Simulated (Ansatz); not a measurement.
`C[CH2][Sn][Br]` + CH₃OH → `C[O][Sn][Br]` + `CC` at 700 K and 1 bar (ligand exchange at the Sn–C bond).

Program: Ansatz. Geometries: PBE0-D4/def2-TZVP. ΔE: electronic, gas phase. CBS: MP2 limit from def2 TZ/QZ plus the TZ coupled-cluster correction, frozen cores. This one scheme is used for every species. def2 core potentials past Kr. For Br, Sn outer-core shells are correlated without core-valence functions, which leaves a few kJ/mol of doubt a bond. Scalar relativity is left out up to krypton. Each species was taken in one conformer, which may not be the lowest.

```tsv
species	CCSD(T)/CBS energy (Eh)	H − E (kJ/mol)	S (J/(mol·K))
`C[CH2][Sn][Br]`	-2866.51200	236.4	463.3
CH₃OH	-115.61712	170.8	288.5
`C[O][Sn][Br]`	-2902.45238	168.5	437.8
`CC`	-79.71954	238.1	289.3
```

H − E and S are ideal-gas, rigid-rotor, harmonic terms from PBE0-D4/def2-TZVP, for one conformer and one mirror image of each species. 1 Eh = 2625.50 kJ/mol, R = 8.31446 J/(mol·K).

Task: By hand: ΔE, ΔH, ΔS and ΔG.

Result: ΔE = (-2902.45238) + (-79.71954) − (-2866.51200) − (-115.61712) = -0.04280 Eh = -112.4 kJ/mol. Δ(H − E) = 168.5 + 238.1 − 236.4 − 170.8 = -0.6, so ΔH = -113.0 kJ/mol. ΔS = 437.8 + 289.3 − 463.3 − 288.5 = -24.7 J/(mol·K). ΔG = -113.0 − 700 × (-24.7)/1000 = -95.7 kJ/mol.

Task: By hand: the equilibrium constant, and the temperature at which ΔG would vanish if ΔH and ΔS stayed fixed.

Result: log₁₀ K = −ΔG/(RT ln 10) = 7.1. ΔG = 0 at ΔH/ΔS = 4575 K, far beyond where these terms or the molecules hold.

ΔH outweighs TΔS. A doubt of 5 kJ/mol in ΔE shifts log₁₀ K by 0.4 here. Other conformers and mirror images would add mixing entropy, several J/(mol·K) or more a flexible species. Modes under 60 cm⁻¹, often nearly free rotors, make the harmonic entropy too high. These are equilibria of isolated gas molecules and say nothing of rates. Largest T1 diagnostic: 0.015 (customary marks: 0.02 for closed shells, 0.045 for open ones).
